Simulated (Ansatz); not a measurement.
A structure relaxed at r2SCAN-D4/def2-SVP in Ansatz, charge 1, doublet:

```xyz
7

Sn    1.3908    0.8429   -2.1320
Sn   -0.2239    1.1608    1.6745
Sn   -0.8975   -1.8418    0.0479
F     0.4180   -0.8751    1.4426
F     0.2190   -0.9105   -1.4099
F    -1.6673    0.1155    0.4772
F     0.7610    1.5083   -0.1002
```

Question: Give its formula and point group.

Answer: Sn3F4⁺ (the lowest doublet isomer of a short search). Point group C2v (tolerance 0.1 Å).

Question: Summarise the bond lengths by kind (pairs closer than 1.2 times the sum of covalent radii, bridged metal pairs left out).

Answer: 8 × F–Sn 2.06 to 2.23 Å.

In the def2 sets Sn takes a core potential; there is no spin–orbit coupling. The structure comes from a short search, and lower isomers may exist.
